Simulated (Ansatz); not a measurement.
Molecular dynamics of CH$_{5}$ClOSi

input.yaml

```yaml
crystal:
  periodic: [false, false, false]
  atoms:
    - { symbol: C, position_ang: [-0.800163, 1.024792, 0.229615] }
    - { symbol: O, position_ang: [0.616506, 0.748474, -0.29575] }
    - { symbol: Si, position_ang: [1.044611, -0.973146, -0.790157] }
    - { symbol: Cl, position_ang: [1.057897, -2.195534, 1.127714] }
    - { symbol: H, position_ang: [-1.043677, 2.090945, 0.417129] }
    - { symbol: H, position_ang: [-0.87498, 0.460939, 1.176246] }
    - { symbol: H, position_ang: [-1.473637, 0.583258, -0.485035] }
    - { symbol: H, position_ang: [2.337567, -0.58443, -1.320231] }
    - { symbol: H, position_ang: [0.043583, -1.580118, -1.793428] }
basis:
  gaussian: { orbitals: "6-31G" }
hamiltonian:
  xc: pbe
  dispersion: d4
md:
  timestep: 0.25
  n_steps: 400
  ensemble: nve
  temperature: 500.0
  initial_velocities: maxwell_boltzmann
  seed: 199052
scf:
  lower_state_search: "off"
```

Run as:

```bash
$ ansatz run input.yaml --threads 1 --pin off --max-ram 2048MiB --backend cpu --events-out ev --progress --plain --runs-dir out
```

It goes on from the last frame of an earlier run, with new velocities.

Output, in part (step lines, the closing report, with atoms numbered from 0):

```
md step     0: t =     0.00 fs  T =   500.0 K  F+E_penalty+E_count = -23550.76431960 eV  E_kin = 0.452410 eV  conserved = -23550.31190961 eV  (15 SCF iters)
md step     1: t =     0.25 fs  T =   482.0 K  F+E_penalty+E_count = -23550.74800361 eV  E_kin = 0.436104 eV  conserved = -23550.31189924 eV  (14 SCF iters)
md step     2: t =     0.50 fs  T =   463.1 K  F+E_penalty+E_count = -23550.73092959 eV  E_kin = 0.419044 eV  conserved = -23550.31188515 eV  (14 SCF iters)
md step     3: t =     0.75 fs  T =   443.7 K  F+E_penalty+E_count = -23550.71335006 eV  E_kin = 0.401483 eV  conserved = -23550.31186660 eV  (14 SCF iters)
md step     4: t =     1.00 fs  T =   424.1 K  F+E_penalty+E_count = -23550.69558409 eV  E_kin = 0.383740 eV  conserved = -23550.31184364 eV  (14 SCF iters)
md step     5: t =     1.25 fs  T =   404.7 K  F+E_penalty+E_count = -23550.67801456 eV  E_kin = 0.366197 eV  conserved = -23550.31181732 eV  (14 SCF iters)
md step     6: t =     1.50 fs  T =   386.0 K  F+E_penalty+E_count = -23550.66107238 eV  E_kin = 0.349283 eV  conserved = -23550.31178933 eV  (14 SCF iters)
md step     7: t =     1.75 fs  T =   368.5 K  F+E_penalty+E_count = -23550.64521008 eV  E_kin = 0.333448 eV  conserved = -23550.31176179 eV  (14 SCF iters)
[... lines left out ...]
md step   397: t =    99.25 fs  T =   569.6 K  F+E_penalty+E_count = -23550.82722992 eV  E_kin = 0.515343 eV  conserved = -23550.31188722 eV  (14 SCF iters)
md step   398: t =    99.50 fs  T =   554.0 K  F+E_penalty+E_count = -23550.81314271 eV  E_kin = 0.501300 eV  conserved = -23550.31184262 eV  (14 SCF iters)
md step   399: t =    99.75 fs  T =   539.5 K  F+E_penalty+E_count = -23550.79997890 eV  E_kin = 0.488168 eV  conserved = -23550.31181088 eV  (14 SCF iters)
md step   400: t =   100.00 fs  T =   526.6 K  F+E_penalty+E_count = -23550.78823002 eV  E_kin = 0.476438 eV  conserved = -23550.31179221 eV  (14 SCF iters)
Total energy: -23550.78826224 eV, -865.4755053397 hartree
Atom 0 at    -0.849852     1.257882     0.115396 Å, force     2.168862     0.424332    -2.171231 eV/Å
Atom 1 at     0.499975     0.699148    -0.187671 Å, force     0.401321    -1.229183    -0.146779 eV/Å
Atom 2 at     1.045393    -0.919316    -0.695903 Å, force     1.126914     0.716021     0.790725 eV/Å
Atom 3 at     1.107709    -2.319438     1.055112 Å, force    -0.050170     0.261580    -0.175489 eV/Å
Atom 4 at    -1.396769     1.112125    -0.806837 Å, force    -1.114543    -0.122149    -0.054289 eV/Å
Atom 5 at    -0.602972     2.308207     0.197299 Å, force    -0.153461     0.717542     0.164324 eV/Å
Atom 6 at    -1.271986     0.929517     1.015644 Å, force    -0.871368    -1.066923     1.470458 eV/Å
Atom 7 at     2.537106    -0.691124    -1.137248 Å, force    -0.965349     0.031211     0.365335 eV/Å
Atom 8 at     0.391530    -1.824923    -1.701415 Å, force    -0.542207     0.267570    -0.243054 eV/Å
Dipole moment:    -0.449641     0.409541    -0.472473 e Å
```

The steps, from the saved trajectory:

| time (fs) | T (K) | potential energy less start (eV) | conserved less start (meV/atom) |
| --- | --- | --- | --- |
| 0.0 | 500 | 0.000 | 0.00 |
| 3.2 | 311 | 0.171 | 0.02 |
| 6.5 | 421 | 0.071 | 0.00 |
| 9.8 | 516 | -0.014 | 0.02 |
| 13.0 | 681 | -0.164 | -0.01 |
| 16.2 | 589 | -0.080 | 0.02 |
| 19.5 | 689 | -0.171 | 0.00 |
| 22.8 | 696 | -0.178 | -0.02 |
| 26.0 | 347 | 0.138 | 0.03 |
| 29.2 | 409 | 0.082 | 0.00 |
| 32.5 | 585 | -0.077 | 0.02 |
| 35.8 | 794 | -0.266 | -0.02 |
| 39.0 | 522 | -0.020 | 0.02 |
| 42.2 | 459 | 0.037 | 0.01 |
| 45.5 | 552 | -0.047 | -0.03 |
| 48.8 | 363 | 0.124 | 0.03 |
| 52.0 | 569 | -0.063 | -0.03 |
| 55.2 | 456 | 0.040 | 0.03 |
| 58.5 | 578 | -0.071 | 0.00 |
| 61.8 | 545 | -0.041 | 0.01 |
| 65.0 | 603 | -0.093 | 0.01 |
| 68.2 | 735 | -0.213 | -0.03 |
| 71.5 | 468 | 0.029 | 0.03 |
| 74.8 | 533 | -0.030 | -0.02 |
| 78.0 | 459 | 0.037 | 0.01 |
| 81.2 | 484 | 0.015 | -0.01 |
| 84.5 | 332 | 0.152 | 0.02 |
| 87.8 | 425 | 0.068 | 0.02 |
| 91.0 | 704 | -0.185 | -0.03 |
| 94.2 | 541 | -0.037 | 0.03 |
| 97.5 | 636 | -0.123 | -0.03 |

The run went to its last step. The conserved energy stayed within 0.036 meV per atom of its start (net change 0.013 meV per atom), so the integration is sound. A run of 0.1 ps of so small a system gives no equilibrium averages. Limits of this set-up: no polarisation functions.

The same pairs are bonded in the first frame and the last. Pairs count as bonded within 1.25 times the sum of covalent radii (0.12 Å more for H–H).

Last frame:

```xyz
9
Properties=species:S:1:pos:R:3
C -0.850 1.258 0.115
O 0.500 0.699 -0.188
Si 1.045 -0.919 -0.696
Cl 1.108 -2.319 1.055
H -1.397 1.112 -0.807
H -0.603 2.308 0.197
H -1.272 0.929 1.016
H 2.537 -0.691 -1.137
H 0.392 -1.825 -1.701
```

The run took 19 min on 1 thread of Arm Neoverse N1, on a shared host, peak memory 0.099 GiB.
